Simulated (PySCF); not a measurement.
BiFH2O2. Atoms are numbered in the order given.

```xyz
6

Bi     0.2754    -0.0381     0.0000
F     -0.6631     1.7838     0.0000
O     -0.8387    -0.7573    -1.6112
H     -1.7364    -0.3895    -1.6241
O     -0.8387    -0.7573     1.6112
H     -1.7364    -0.3895     1.6241
```

Coordinates come from a B3LYP-D3(BJ)/def2-SVP optimisation. A frequency run showed that this geometry is not a minimum. The def2 effective core potentials stand for the cores of Bi; spin–orbit coupling is left out. The values are those of a single conformer.

Method: ωB97X/def2-TZVPD (PySCF).

Mulliken values depend strongly on the basis, most of all with diffuse functions as here. ESP charges are fitted to the potential on shells at 1.4 to 2.0 van der Waals radii. Atomic charges (e):

| atom | ESP fit | Mulliken |
|---|---|---|
| Bi1 | 1.07 | 1.50 |
| F2 | -0.44 | -0.60 |
| O3 | -0.71 | -0.75 |
| H4 | 0.39 | 0.30 |
| O5 | -0.71 | -0.75 |
| H6 | 0.39 | 0.30 |
